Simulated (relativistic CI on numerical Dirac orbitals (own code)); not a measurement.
## Crystal-field levels of Ag³⁺, 4d8

Calculated by Dirac-Coulomb-Breit CI, separate exchange-only KLI orbitals for each configuration, QED by a radiative potential, valence Slater integrals scaled by 0.65, one configuration in a parametric crystal field (own radial code).

Field parameters in Wybourne normalisation: D4h B²₀ = −7Ds, B⁴₀ = 21(Dq − Dt), B⁴₄ = 21√(5/14) Dq. The field is a parameter set, without covalency.

S is read from ⟨S²⟩ = S(S + 1).

Levels (cm⁻¹, degeneracy): 0 (2), 2 (1), 6267 (1), 10673 (1), 24662 (1), 33022 (1), 33753 (2), 33967 (1), 34704 (1), 34788 (2), 36084 (1), 36124 (2).

Question: Which field gives this pattern?
A. D4h, 10Dq = 34700, Ds = 2590, Dt = -150 cm⁻¹
B. D4h, 10Dq = 34700, Ds = 550, Dt = -150 cm⁻¹
C. D4h, 10Dq = 34700, Ds = 2180, Dt = -150 cm⁻¹
D. D4h, 10Dq = 34700, Ds = -680, Dt = -150 cm⁻¹

Answer: C. D4h, 10Dq = 34700, Ds = 2180, Dt = -150 cm⁻¹, ground level with S = 1.00.
